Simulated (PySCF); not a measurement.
PySCF input (M06-2X/def2-TZVPD):

```python
from pyscf import gto, scf, dft

mol = gto.M(
    atom='''
    Si    0.10505760   -0.40264812   -0.14705777
    N     1.42001169    0.56346560   -0.41014175
    N    -1.35545012    0.20156203    0.72604034
    H     0.52908290   -1.57046259    0.69994073
    H    -0.64765239   -1.03002294   -1.32388573
    H     1.28131925    1.32655267   -1.06929619
    H    -1.09424975    0.87288982    1.44295004
    H    -1.99123737    0.68292340    0.09780969
    ''',
    basis='def2-tzvpd',
    charge=-1,
    spin=0,
    verbose=4,
)

mf = dft.RKS(mol, xc='m062x').density_fit(auxbasis='def2-universal-jkfit')
mf.grids.level = 4
mf.conv_tol = 1e-9
mf.max_cycle = 100
mf.max_memory = 1500
mf.kernel()
if not mf.converged:
    mf = mf.newton()
    mf.kernel(mf.make_rdm1())
mf.analyze()
```

Output:

```
PySCF version 2.14.0

[INPUT] verbose = 4
[INPUT] num. atoms = 8
[INPUT] num. electrons = 34
[INPUT] charge = -1
[INPUT] spin (= nelec alpha-beta = 2S) = 0
[INPUT] symmetry False subgroup None
[INPUT] Mole.unit = angstrom
[INPUT] Symbol           X                Y                Z      unit          X                Y                Z       unit  Magmom
[INPUT]  1 Si     0.105057600000  -0.402648120000  -0.147057770000 AA    0.198530091304  -0.760894671371  -0.277898909789 Bohr   0.0
[INPUT]  2 N      1.420011690000   0.563465600000  -0.410141750000 AA    2.683433187781   1.064795664614  -0.775055579750 Bohr   0.0
[INPUT]  3 N     -1.355450120000   0.201562030000   0.726040340000 AA   -2.561429502309   0.380897033811   1.372017397986 Bohr   0.0
[INPUT]  4 H      0.529082900000  -1.570462590000   0.699940730000 AA    0.999821778191  -2.967744183975   1.322696283128 Bohr   0.0
[INPUT]  5 H     -0.647652390000  -1.030022940000  -1.323885730000 AA   -1.223885641020  -1.946461258619  -2.501781449920 Bohr   0.0
[INPUT]  6 H      1.281319250000   1.326552670000  -1.069296190000 AA    2.421342460633   2.506821236111  -2.020676945141 Bohr   0.0
[INPUT]  7 H     -1.094249750000   0.872889820000   1.442950040000 AA   -2.067832339374   1.649522696721   2.726780387030 Bohr   0.0
[INPUT]  8 H     -1.991237370000   0.682923400000   0.097809690000 AA   -3.762893278299   1.290538190057   0.184833526429 Bohr   0.0

nuclear repulsion = 109.784193069852
number of shells = 66
number of NR pGTOs = 228
number of NR cGTOs = 162
basis = def2-tzvpd
ecp = {}

******** <class 'pyscf.df.df_jk.DFRKS'> ********
method = DFRKS
initial guess = minao
damping factor = 0
level_shift factor = 0
DIIS = <class 'pyscf.scf.diis.CDIIS'>
diis_start_cycle = 1
diis_space = 8
diis_damp = 0
SCF conv_tol = 1e-09
SCF conv_tol_grad = None
SCF max_cycles = 100
direct_scf = False
XC library pyscf.dft.libxc version 7.1.2
    S. Lehtola, C. Steigemann, M. J. T. Oliveira, and M. A. L. Marques,  SoftwareX 7, 1–5 (2018)
XC functionals = m062x
    Y. Zhao and D. G. Truhlar,  Theor. Chem. Acc. 120, 215 (2008)
    Y. Zhao and D. G. Truhlar,  Theor. Chem. Acc. 120, 215 (2008)
radial grids:
    Treutler-Ahlrichs [JCP 102, 346 (1995); DOI:10.1063/1.469408] (M4) radial grids

becke partition: Becke, JCP 88, 2547 (1988); DOI:10.1063/1.454033
pruning grids: <function nwchem_prune>
grids dens level: 4
symmetrized grids: False
atomic radii adjust function: <function treutler_atomic_radii_adjust>
small_rho_cutoff = 0
Set gradient conv threshold to 3.16228e-05
Initial guess from minao.
tot grids = 163216
******** <class 'pyscf.df.df.DF'> ********
auxbasis = def2-universal-jkfit
init E= -401.947171341659
  HOMO = -0.291520355636337  LUMO = -0.00480366612990435  gap/eV = 7.80196
[...]
cycle= 10 E= -402.034795107724  delta_E= -5.59e-10  |g|= 8.08e-06  |ddm|= 0.000178
  HOMO = -0.0603643712267212  LUMO = 0.160051678763  gap/eV = 5.99783
Extra cycle  E= -402.034795107779  delta_E= -5.49e-11  |g|= 3.6e-06  |ddm|= 5.03e-05
converged SCF energy = -402.034795107779
**** SCF Summaries ****
Total Energy =                        -402.034795107779019
Nuclear Repulsion Energy =             109.784193069852321
One-electron Energy =                 -778.967876231859691
Two-electron Energy =                  267.148888054228337
Two-electron Coulomb Energy =          303.944377908860872
DFT Exchange-Correlation Energy =      -36.795489854632550
HOMO-LUMO gap [eV] =                     5.997826221273915
**** MO energy ****
MO #1   energy= -66.7914438405876  occ= 2
MO #2   energy= -14.537926402345   occ= 2
MO #3   energy= -14.4551954956604  occ= 2
MO #4   energy= -5.32698317435177  occ= 2
MO #5   energy= -3.63876197758534  occ= 2
MO #6   energy= -3.63842656918852  occ= 2
MO #7   energy= -3.63622823637306  occ= 2
MO #8   energy= -0.758760817693535 occ= 2
MO #9   energy= -0.642146999626078 occ= 2
MO #10  energy= -0.379614780505531 occ= 2
MO #11  energy= -0.363537200830188 occ= 2
MO #12  energy= -0.262799810711073 occ= 2
MO #13  energy= -0.214291871383398 occ= 2
MO #14  energy= -0.196045859032306 occ= 2
MO #15  energy= -0.154521514258448 occ= 2
MO #16  energy= -0.0898379574329097 occ= 2
MO #17  energy= -0.0603643712267212 occ= 2
MO #18  energy= 0.160051678763     occ= 0
MO #19  energy= 0.18759365957974   occ= 0
MO #20  energy= 0.207728104848915  occ= 0
MO #21  energy= 0.217928224464193  occ= 0
MO #22  energy= 0.233547102348505  occ= 0
MO #23  energy= 0.236160611909671  occ= 0
MO #24  energy= 0.251808678526708  occ= 0
MO #25  energy= 0.278236791309207  occ= 0
MO #26  energy= 0.283384588473577  occ= 0
MO #27  energy= 0.312372429981818  occ= 0
MO #28  energy= 0.316103227234749  occ= 0
MO #29  energy= 0.322607293703283  occ= 0
MO #30  energy= 0.329586137228202  occ= 0
MO #31  energy= 0.337953521683018  occ= 0
MO #32  energy= 0.351977038957179  occ= 0
MO #33  energy= 0.365310268969208  occ= 0
MO #34  energy= 0.368966959438055  occ= 0
MO #35  energy= 0.385438505253604  occ= 0
MO #36  energy= 0.396944275879953  occ= 0
MO #37  energy= 0.416549418251554  occ= 0
MO #38  energy= 0.42601528062842   occ= 0
MO #39  energy= 0.438140179898576  occ= 0
MO #40  energy= 0.456501170810559  occ= 0
MO #41  energy= 0.461230554204519  occ= 0
MO #42  energy= 0.465357522064471  occ= 0
MO #43  energy= 0.476651345616135  occ= 0
MO #44  energy= 0.480806025835289  occ= 0
MO #45  energy= 0.503056130596612  occ= 0
MO #46  energy= 0.517015371575936  occ= 0
MO #47  energy= 0.524519938498956  occ= 0
MO #48  energy= 0.545222761891224  occ= 0
MO #49  energy= 0.554844008836376  occ= 0
MO #50  energy= 0.565256034629903  occ= 0
MO #51  energy= 0.57771173579082   occ= 0
MO #52  energy= 0.593413020974472  occ= 0
MO #53  energy= 0.613258851051326  occ= 0
MO #54  energy= 0.62860338449029   occ= 0
MO #55  energy= 0.645073786480394  occ= 0
MO #56  energy= 0.655976186312091  occ= 0
MO #57  energy= 0.666387016602289  occ= 0
MO #58  energy= 0.694067575615081  occ= 0
MO #59  energy= 0.713600060959733  occ= 0
MO #60  energy= 0.718652249956764  occ= 0
MO #61  energy= 0.739780421366772  occ= 0
MO #62  energy= 0.784070558179147  occ= 0
MO #63  energy= 0.797837645479303  occ= 0
MO #64  energy= 0.825098349600787  occ= 0
MO #65  energy= 0.839570050130948  occ= 0
MO #66  energy= 0.851719233743466  occ= 0
MO #67  energy= 0.880584364373477  occ= 0
MO #68  energy= 0.886533860142286  occ= 0
MO #69  energy= 0.906568470262821  occ= 0
MO #70  energy= 0.931923164675443  occ= 0
MO #71  energy= 0.936210791734651  occ= 0
MO #72  energy= 0.974252823509279  occ= 0
MO #73  energy= 0.995655520665278  occ= 0
MO #74  energy= 1.01185096934947   occ= 0
MO #75  energy= 1.02334443662105   occ= 0
MO #76  energy= 1.05593205003156   occ= 0
MO #77  energy= 1.07096785061049   occ= 0
MO #78  energy= 1.10584227399258   occ= 0
MO #79  energy= 1.12026973649333   occ= 0
MO #80  energy= 1.26708771498334   occ= 0
MO #81  energy= 1.32168379037504   occ= 0
MO #82  energy= 1.34449332008732   occ= 0
MO #83  energy= 1.37727401081938   occ= 0
MO #84  energy= 1.40075024026395   occ= 0
MO #85  energy= 1.42473981393331   occ= 0
MO #86  energy= 1.43787462620783   occ= 0
MO #87  energy= 1.47115305816757   occ= 0
MO #88  energy= 1.51243009284972   occ= 0
MO #89  energy= 1.55213341813438   occ= 0
MO #90  energy= 1.57391776510499   occ= 0
MO #91  energy= 1.60574455387457   occ= 0
MO #92  energy= 1.62540361727896   occ= 0
MO #93  energy= 1.68693005496276   occ= 0
MO #94  energy= 1.70304174798583   occ= 0
MO #95  energy= 1.76143338890356   occ= 0
MO #96  energy= 1.78109903996733   occ= 0
MO #97  energy= 1.80155734331508   occ= 0
MO #98  energy= 1.82972986467784   occ= 0
MO #99  energy= 1.85837446288913   occ= 0
MO #100 energy= 1.8747992206396    occ= 0
MO #101 energy= 1.89895126956871   occ= 0
MO #102 energy= 2.00555708968161   occ= 0
MO #103 energy= 2.01327723565434   occ= 0
MO #104 energy= 2.06776552103009   occ= 0
MO #105 energy= 2.11057339536832   occ= 0
MO #106 energy= 2.16419153745645   occ= 0
MO #107 energy= 2.20223338011097   occ= 0
[...]
```

It need not be the lowest isomer of its formula. Whether it binds its extra electron was not tested at this geometry.
